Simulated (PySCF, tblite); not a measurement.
Isomers of C7H7NOSi, one GFN2-xTB conformer each. Single-point energies are computed at PBE0/pcSseg-1 (PySCF, gas phase, no added dispersion term), electronic only.

```csv
SMILES,GFN2-xTB relative energy (kcal/mol)
N#Cc1cccc(O[SiH3])c1,0.0
CC#C/C=C/[Si@@H](C#N)C=O,129.4
C#C[C@@H]1C(=O)[SiH2][C@@]1(C)C#N,105.0
```

Conformers: `[N:1]#[C:2][c:3]1[cH:4][cH:5][cH:6][c:7]([O:8][SiH3:9])[cH:10]1` with C6–C7–O8–Si9 178°; `[CH3:1][C:2]#[C:3]/[CH:4]=[CH:5]/[Si@@H:6]([C:7]#[N:8])[CH:9]=[O:10]` with C4–C5–Si6–C7 9°, C5–Si6–C9–O10 102°; `[CH:1]#[C:2][C@@H:3]1[C:4](=[O:5])[SiH2:6][C@@:7]1([CH3:8])[C:9]#[N:10]` with C2–C3–C4–O5 40°, C3–C4–Si6–C7 10°, C4–Si6–C7–C8 106°, C2–C3–C7–Si6 136°.

Problem. What does PBE0/pcSseg-1 give for the same structures?

Solution. 
```
                           SMILES  PBE0/pcSseg-1 E (Eh)  PBE0/pcSseg-1 (kcal/mol)  GFN2-xTB (kcal/mol)  point group
             N#Cc1cccc(O[SiH3])c1            -689.78405                       0.0                  0.0            –
         CC#C/C=C/[Si@@H](C#N)C=O            -689.66865                      72.4                129.4           C1
C#C[C@@H]1C(=O)[SiH2][C@@]1(C)C#N            -689.65048                      83.8                105.0           C1
```

Both levels put the same isomer lowest; measured from each level's own lowest isomer, the values differ by up to 57.0 kcal/mol (CC#C/C=C/[Si@@H](C#N)C=O: 129.4 against 72.4). As drawn, the lowest has an aromatic ring and an Si–O bond, which the highest lacks; the highest has a four-membered ring, a C=O bond and a C≡C bond, which the lowest lacks.

Problem. Which frontier levels, dipoles and rotational constants go with these structures?

Solution. 
| SMILES | HOMO (eV, PBE0/pcSseg-1) | LUMO (eV) | dipole (D) | A, B, C (MHz) |
| --- | --- | --- | --- | --- |
| N#Cc1cccc(O[SiH3])c1 | -7.34 | -1.60 | 4.12 | 1931, 734.3, 535.2 |
| CC#C/C=C/[Si@@H](C#N)C=O | -7.18 | -2.19 | 4.45 | 1820, 454.8, 380.5 |
| C#C[C@@H]1C(=O)[SiH2][C@@]1(C)C#N | -7.29 | -2.09 | 3.01 | 1405, 1116, 784.9 |

Problem. What happens when harmonic zero-point energies from GFN2-xTB frequencies are added?

Solution. 
```csv
SMILES,ZPE (kcal/mol),electronic (kcal/mol),with ZPE (kcal/mol)
N#Cc1cccc(O[SiH3])c1,71.9,0.0,0.0
CC#C/C=C/[Si@@H](C#N)C=O,70.4,72.4,70.9
C#C[C@@H]1C(=O)[SiH2][C@@]1(C)C#N,71.0,83.8,82.9
```

The zero-point energies span 1.5 kcal/mol. The order is unchanged.
